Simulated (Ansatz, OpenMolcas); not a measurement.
A ladder of methods for C2H7AlO (SMILES C[CH2][AlH][OH])

The species is C2H7AlO (11 atoms), meant as a singlet with charge 0. SMILES: `C[CH2][AlH][OH]`. Geometry: relaxed at PBE0-D4/def2-TZVP. This is one conformer, not always the lowest.

Each level gives the vertical ionisation energy (to the doublet cation) (eV). The values are calculated.

| level | kind | program | value (eV) | less CCSD(T)/6-31G* | CPU time (all runs) |
| --- | --- | --- | --- | --- | --- |
| HF/6-31G* (spherical functions) | Hartree–Fock | Ansatz | 9.15 | -0.33 | 6 s |
| BLYP/6-31G* (spherical functions) | GGA | Ansatz | 9.02 | -0.46 | 17 s |
| revPBE/6-31G* (spherical functions) | GGA | OpenMolcas | 9.12 | -0.36 | 2.3 min |
| M06-L/6-31G* (spherical functions) | meta-GGA | OpenMolcas | 9.38 | -0.10 | 3.2 min |
| BHLYP/6-31G* (spherical functions) | global hybrid | OpenMolcas | 9.70 | +0.22 | 1.9 min |
| CAM-B3LYP/6-31G* (spherical functions) | range-separated hybrid | Ansatz | 9.69 | +0.21 | 22 s |
| B2PLYP/6-31G* (spherical functions) | double hybrid | Ansatz | 9.53 | +0.05 | 27 s |
| RPA@PBE/6-31G* (spherical functions) | RPA | Ansatz | 9.34 | -0.14 | 28 s |
| MP2/6-31G* (spherical functions) | perturbation theory | Ansatz | 9.62 | +0.14 | 6 s |
| CCSD(T)/6-31G* (spherical functions), open shells restricted | coupled cluster or CI | OpenMolcas | 9.48 | 0.00 | 93 s |

CCSD(T)/6-31G* (spherical functions), open shells restricted is the highest level here, not the true value. The values span 9.02 to 9.70 eV. Times are those of the runs behind each value, whatever else they computed, on shared processors of several kinds: orders of magnitude only.
